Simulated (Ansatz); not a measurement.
Frontier orbitals of `[CH3][Ga-]([PH3+])([Cl])[Cl]`.

```xyz
11

C     1.501   -1.151   -0.579
Ga   -0.124   -0.814    0.454
P    -0.988    1.531    0.036
Cl   -2.005   -1.744   -0.149
Cl    0.004   -0.516    2.614
H     2.294   -0.462   -0.285
H     1.306   -1.048   -1.647
H     1.841   -2.171   -0.387
H    -0.241    2.671    0.398
H    -2.157    1.766    0.782
H    -1.432    1.938   -1.238
```

Total charge 0; spin multiplicity 1. Correlated methods include outer-core shells of Ga, which these sets cover unevenly. Scalar relativity is left out up to krypton. The structure was optimised at the PBE0-D4/def2-TZVP level. It is one conformer, not always the lowest. Basis def2-TZVPP, the Gaussian-basis code of Ansatz.

Orbital energies of one run (eV). Highest occupied ones, from the top: -7.50, -7.76, -7.89, -8.04, -8.82, -9.19, -9.38, -10.84, -10.87, -11.94, -12.05, -12.17, -18.59, -19.00. Empty: -0.86, -0.69, -0.25, 0.50, 0.60, 1.85.

Question: Which functional gave them?
A. r2SCANh
B. ωB97X-V
C. r2SCAN
D. ωB97M-V

Answer: A. HOMO energies: r2SCANh -7.50, ωB97M-V -10.20, r2SCAN -7.03, ωB97X-V -10.33 eV.
